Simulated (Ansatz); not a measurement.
Start from `CN(C)[Si]F` and change one atom or group to get `C[N](C)[InH][OH]`.

Ansatz, PBE0-D4/def2-TZVP geometries, multiplicity 1. Each molecule was computed in one conformer, which needn't be the lowest.

Elements past krypton have def2 core potentials.

```
                                                                                  property  `CN(C)[Si]F`
                                            zero-point energy (PBE0-D4/def2-TZVP) / kJ/mol         224.8
ideal-gas entropy at 298 K and 1 bar (rigid rotor, harmonic PBE0-D4/def2-TZVP) / J/(mol·K)           330
                                                         LUMO energy (PBE/def2-TZVPP) / eV         -1.85
                                                     HOMO–LUMO gap (B3LYP/def2-TZVPP) / eV          5.57
                                            size of the dipole moment (PBE/def2-TZVPP) / D          2.58
                                                       LUMO energy (B3LYP/def2-TZVPP) / eV         -1.26
```

(1) Give the same properties after the change, and the shifts. (An estimate is asked.)

## Answers

(1) Ansatz gave: 
```
                                                                                  property  `C[N](C)[InH][OH]`  shift
                                            zero-point energy (PBE0-D4/def2-TZVP) / kJ/mol               263.6   38.8
ideal-gas entropy at 298 K and 1 bar (rigid rotor, harmonic PBE0-D4/def2-TZVP) / J/(mol·K)                 380     50
                                                         LUMO energy (PBE/def2-TZVPP) / eV               -1.46   0.39
                                                     HOMO–LUMO gap (B3LYP/def2-TZVPP) / eV                4.71  -0.86
                                            size of the dipole moment (PBE/def2-TZVPP) / D                1.51  -1.07
                                                       LUMO energy (B3LYP/def2-TZVPP) / eV               -1.07   0.19
```

With PBE0 the HOMO rises by 1.06 eV and the LUMO rises by 0.26 eV, so the gap narrows by about 0.80 eV. PBE moves the HOMO by 1.09 eV and ωB97M-V by 0.96 eV. The zero-point energy changes by 38.8 kJ/mol with +6 modes. Dipoles are sizes alone; their direction can turn.

B3LYP here is the variant with VWN-RPA as its local correlation; programs differ in this.
